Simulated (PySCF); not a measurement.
Compound: diisopropyl ether, C₆H₁₄O.
Cartesian coordinates in Å at the PBE0-D3(BJ)/def2-SVP level; atoms count from 1:
```
atom  x, y, z in Å
C1     1.3981    0.7978    0.8484
C2     0.7221   -0.4381    0.2717
C3     1.7056   -1.3691   -0.4100
O4    -0.2412   -0.0748   -0.6936
C5    -1.5192    0.2682   -0.2025
C6    -2.1440    1.2130   -1.2102
C7    -2.3618   -0.9795    0.0218
H8     0.6696    1.4613    1.3385
H9     2.1580    0.5233    1.5957
H10    1.8881    1.3656    0.0425
H11    0.2294   -0.9914    1.0968
H12    1.1872   -2.2601   -0.7920
H13    2.4975   -1.6887    0.2832
H14    2.1749   -0.8570   -1.2641
H15   -1.4144    0.8045    0.7624
H16   -3.1504    1.5240   -0.8934
H17   -2.2240    0.7168   -2.1896
H18   -1.5184    2.1086   -1.3334
H19   -1.8861   -1.6596    0.7444
H20   -2.4854   -1.5233   -0.9275
H21   -3.3589   -0.7219    0.4100
```

Lines to be assigned: C 1s: 290.40 (area 4), 291.82 (area 2) eV; O 1s: 537.64 eV.

Theory: PySCF 2.14.0, delta-SCF UKS SCAN, pcX-2 on the ionised atom, pcseg-1 elsewhere, spin-free X2C. Geometry: PBE0-D3(BJ)/def2-SVP, one conformer, isolated molecule.

(1) Assign the C 1s lines to atoms.

Answers

(1) 290.40 eV: C1/C3/C6/C7 (methyl carbon); 291.82 eV: C2/C5 (sp3 carbon bound to oxygen). Lowest listed C 1s: C1/C3/C6/C7, bonded to C and 3 H. Highest, 1.42 eV above it: C2/C5, bonded to O, 2 C and H. Summing the Pauling electronegativity differences to the bonded atoms, each weighted by its formal bond order, gives -1.05 for the lowest site and +0.54 for the highest.

Bonded neighbours of each site: C1/C3/C6/C7: C and 3 H; C2/C5: O, 2 C and H; O4: 2 C.

Q: Which effective nuclear charge Zeff reproduces each element's mean 1s value in the hydrogen-like formula E = 13.606 eV × Zeff²?

A: C (Z = 6): mean 290.9 eV, Zeff = 4.62, Z − Zeff = 1.38; O (Z = 8): mean 537.6 eV, Zeff = 6.29, Z − Zeff = 1.71. Means run over the listed sites, weighted by atom count.

Topologically equivalent atoms share the value of their first member; where this conformer doesn't relate them by symmetry, their own values could differ.
